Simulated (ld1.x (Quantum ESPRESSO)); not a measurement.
# Cutoff test, strontium, TM

| Item | Value |
| --- | --- |
| Element | Sr (Z = 38) |
| Generator | ld1.x (Quantum ESPRESSO) 7.5 |
| Type | norm-conserving Troullier–Martins (Kleinman–Bylander form) |
| Functional | Wu–Cohen |
| Relativity | non-relativistic |
| Frozen core | [Kr] |
| Valence charge | 2 |
| Reference configuration | 4d0 5s1.5 5p0 (charge +0.5) |
| Partial waves | 5p (bound, empty): rc 3.75 bohr; 4d (bound, empty): rc 3.35 bohr; 5s (bound): rc 3.15 bohr |
| Local potential | the s channel |
| Core correction | a·sin(br)/r model core inside 2.30 bohr |

The pseudo-atom Hamiltonian at the reference potential is diagonalised in spherical Bessel functions j_l(qr) that vanish at 20 bohr, with q² up to the cutoff. All-electron valence levels (Ry): 5p -0.2428, 4d -0.3065, 5s -0.4251.

Q: How do the lowest levels (Ry) of each channel move with the cutoff, and are there ghosts?

A:

| cutoff (Ry) | p #1 | p #2 | d #1 | d #2 | s #1 | f #1 | f #2 | Σ f·Δε (mRy) |
| --- | --- | --- | --- | --- | --- | --- | --- | --- |
| 8 | -0.2427 | -0.0421 | -0.2481 | -0.0380 | -0.4248 | 0.0118 | 0.1118 | 0.5 |
| 10 | -0.2427 | -0.0421 | -0.2831 | -0.0429 | -0.4249 | 0.0118 | 0.1117 | 0.3 |
| 12 | -0.2427 | -0.0421 | -0.2997 | -0.0448 | -0.4249 | 0.0118 | 0.1117 | 0.3 |
| 400 | -0.2428 | -0.0421 | -0.3065 | -0.0455 | -0.4251 | 0.0118 | 0.1117 | 0.0 |

Result: no extra level below or beside the all-electron valence levels (p, d, s, f tested); 10 mRy is reached at 6 Ry and 1 mRy at 8 Ry.

The cutoffs count occupied waves only; the empty 4d level needs 12 Ry at the loose tolerance.
